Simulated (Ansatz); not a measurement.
Wavefunction ladder for CH4N2Se (`N=C(N)[SeH]`)

Cartesian coordinates in Å:
```
N -0.0171 -1.0642 -0.9031
C 0.0761 -0.0485 -0.1620
N 1.2746 0.4065 0.3071
Se -1.3597 1.1557 0.3817
H -0.9452 -1.2007 -1.2824
H 2.0570 -0.1968 0.1027
H 1.2859 0.8530 1.2077
H -2.3717 0.0951 0.3483
```

The species carries charge 0 and has multiplicity 1. Correlated methods include outer-core shells of Se, which these sets cover unevenly. Scalar relativity is left out up to krypton. The structure was optimised at the PBE0-D4/def2-TZVP level. It is one conformer, not always the lowest. Frozen core, restricted reference, Ansatz.

| basis | HF (Eh) | MP2 corr. |
| --- | --- | --- |
| def2-SVP | -2548.51152 | -0.70375 |
| def2-TZVPP | -2548.98686 | -0.85115 |
| def2-QZVPP | -2549.04123 | -1.19405 |

(1) Estimate the CCSD correlation energy and the (T) correction in each basis where they were run (hartree).

Results:

(1) 
| basis | CCSD corr. | (T) |
| --- | --- | --- |
| def2-SVP | -0.72746 | -0.02407 |
| def2-TZVPP | -0.86786 | -0.03849 |
